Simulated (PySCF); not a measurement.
From one molecule to another.

First species: C₃H₆OSi.
Atom-mapped SMILES: `[CH:1]#[C:2][CH2:3][SiH2:4][OH:5]` (hydrogens: H6 on C1; H7, H8 on C3; H9, H10 on Si4; H11 on O5)

Geometry (GFN2-xTB, Å), atoms numbered from 1 in this order:
```xyz
11
C3H6OSi angstrom
C      2.3164    0.4945    0.1804
C      1.3622   -0.2249    0.0971
C      0.1698   -1.0296    0.0068
Si    -1.3573    0.0562   -0.3985
O     -1.4799    1.2781    0.6647
H      3.1788    1.0873    0.2496
H      0.3131   -1.7933   -0.7585
H      0.0230   -1.5452    0.9589
H     -1.2118    0.5691   -1.7625
H     -2.5901   -0.6864   -0.1769
H     -0.7188    1.7969    0.9130
```

Second species: C5H8N2Si.
Bonds: C1–C2 (double), C2–C3, C3–C4 (aromatic), C4–N5 (aromatic), N5–C6 (aromatic), C6–N7 (aromatic), N7–Si8, C3–N7 (aromatic). Hydrogens: H9, H10 on C1; H11 on C2; H12 on C4; H13 on C6; H14, H15, H16 on Si8.

Levels: CAM-B3LYP/def2-SVPD for dipole moment, HOMO energy, LUMO energy, HOMO–LUMO gap, static isotropic polarisability and electronic spatial extent ⟨r²⟩ about the centre of nuclear charge; TDDFT CAM-B3LYP/def2-SVPD for lowest singlet excitation; TDA CAM-B3LYP/def2-SVPD for lowest triplet excitation (Tamm–Dancoff); GFN2-xTB for rotational constant A and rotational constant C. Geometries: GFN2-xTB. All species are isolated and taken at one optimised geometry, non-relativistic unless stated; the electronic structure was computed with PySCF and density fitting.

Dipoles, sizes and rotational constants follow the conformer. The torsions of the flexible species, by atom-mapped SMILES:
- `[CH:1]#[C:2][CH2:3][SiH2:4][OH:5]`: C2–C3–Si4–O5 -53°, H–O5–Si4–C3 45°
- `[CH2:1]=[CH:2][c:3]1[cH:4][n:5][cH:6][n:7]1[SiH3:8]`: C1–C2–C3–C4 0°

| property | column X | column Y |
| --- | --- | --- |
| dipole moment | 0.96 D | 3.49 D |
| HOMO energy | -8.92 eV | -7.39 eV |
| LUMO energy | 0.95 eV | 0.12 eV |
| HOMO–LUMO gap | 9.87 eV | 7.51 eV |
| lowest singlet excitation | 6.51 eV | 4.89 eV |
| lowest triplet excitation (Tamm–Dancoff) | 5.48 eV | 3.01 eV |
| static isotropic polarisability | 63.1 au | 98.7 au |
| electronic spatial extent ⟨r²⟩ about the centre of nuclear charge | 610 bohr² | 1176 bohr² |
| rotational constant A | 7.636 GHz | 2.293 GHz |
| rotational constant C | 2.041 GHz | 0.985 GHz |

(1) Which column belongs to which species?

(2) How does each property change from the first species to the second?

## Answers

(1) Column X is the first species and column Y the second. The first has 11 atoms and 46 electrons, the second 16 and 66.

(2) dipole moment +2.53 D; HOMO energy +1.53 eV; LUMO energy -0.83 eV; HOMO–LUMO gap -2.36 eV; lowest singlet excitation -1.62 eV; lowest triplet excitation (Tamm–Dancoff) -2.47 eV; static isotropic polarisability +35.6 au; electronic spatial extent ⟨r²⟩ about the centre of nuclear charge +566 bohr²; rotational constant A -5.343 GHz; rotational constant C -1.056 GHz.

On the first: S1 lies 3.36 eV below the HOMO–LUMO gap. No computed singlet falls in the visible range (750 to 380 nm, 1.65 to 3.26 eV); S1 lies 3.25 eV above its blue end.

On the second: S1 lies 2.62 eV below the HOMO–LUMO gap; its leading configuration is HOMO→LUMO, weight 0.97. The principal polarisabilities are 63.9, 102.9 and 129.3 au; their mean is the isotropic value.
